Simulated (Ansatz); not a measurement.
`B[CH2][GeH3]` + `O[SiH](F)S` → `O[SiH](F)[S][GeH3]` + `BC`  (ligand exchange at a Ge–C bond)

Isolated molecules relaxed with PBE0-D4/def2-TZVP in Ansatz; ΔE leaves out vibrations. CCSD(T)/CBS is the MP2 limit (def2-TZVPP, def2-QZVPP) plus CCSD(T) − MP2 in def2-TZVPP, frozen cores. This one scheme is used for every species. Functionals use def2-TZVPP. HSE06 is defined as in plane-wave codes. For Ge outer-core shells are correlated without core-valence functions, which leaves a few kJ/mol of doubt a bond. Scalar relativity is left out up to krypton. Each species was taken in one conformer, which may not be the lowest.

```csv
level,ΔE (kJ/mol),difference from CCSD(T)/CBS
PBE-D4,-44.8,-1.8
BLYP-D4,-47.2,-4.2
r2SCAN-D4,-47.1,-4.1
BHLYP-D4,-54.2,-11.2
ωB97M-V,-47.1,-4.1
revPBE,-42.6,0.4
HSE06,-45.1,-2.1
LC-ωPBE,-45.3,-2.3
HF/def2-TZVPP,-54.9,-11.9
SCS-MP2/def2-TZVPP,-44.4,-1.4
CCSD(T)/CBS,-43.0,0
```

Largest T1 diagnostic among the species: 0.012.

In def2-TZVPP, CCSD(T) changes the Hartree–Fock value by +13.4 kJ/mol (the triples alone add +0.8 kJ/mol) and MP2 by +11.2 kJ/mol. Leaving LDA and LC-ωPBE aside and taking each functional with its dispersion term where it has one, the values spread over 9.4 kJ/mol, from BHLYP-D4 to PBE-D4. LDA lies +4.4 kJ/mol from PBE without D4. At CCSD(T), def2-SVP lies −5.0 kJ/mol from the extrapolated value and def2-TZVPP +1.5 kJ/mol.
